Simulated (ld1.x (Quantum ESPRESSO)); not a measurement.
# Ranking RRKJ potentials for Dy

All share these settings but for the change named:

```
Element                 : dysprosium (Dy)
Generator               : ld1.x (Quantum ESPRESSO) 7.5
Type                    : norm-conserving RRKJ (Kleinman–Bylander form)
Functional              : PBE
Relativity              : fully relativistic
Frozen core             : [Kr] 4d10 4f9
Valence charge          : 11
Reference configuration : 5s2 5p6 5d2 6s1 6p0
Partial waves           : 5s (bound): rc 2.30 bohr; 5p (bound): rc 2.30 bohr; 5d (bound): rc 2.20 bohr
Local potential         : the d channel
Core correction         : none
```

Open shells are filled in proportion to 2j + 1 (rel_dist='average').

Occupied shells without a wave of their own: 6s. They enter only through the test configuration that unscreens the potential.

Test errors are all-electron minus pseudo excitation energies from the reference, over 5s2 5p6 5d1 6s2 6p0; 5s2 5p6 5d1 6s1 6p0; 5s2 5p6 5d1 6s0 6p0; 5s2 5p6 5d1 6s0 6p1; 5s2 5p6 5d0 6s0 6p0; 5s2 5p6 5d2 6s0 6p0; 5s2 5p6 5d1 6s1 6p1. None of these files shows a bound ghost.

The base gives 170.6 meV.

Of 7 variants that were run, those that failed, showed a ghost or another fault, or gave nearly equal values are left out.

**Question.** Rank these variants by their largest absolute test error, smallest first.
A. wave 5s (bound): rc 2.30 bohr becomes 5s (bound): rc 3.12 bohr
B. wave 5s (bound): rc 2.30 bohr becomes 5s (bound): rc 2.14 bohr
C. wave 5s (bound): rc 2.30 bohr becomes 5s (bound): rc 3.38 bohr

**Answer.** C (306.9 meV), B (583.2 meV), A (908.2 meV).
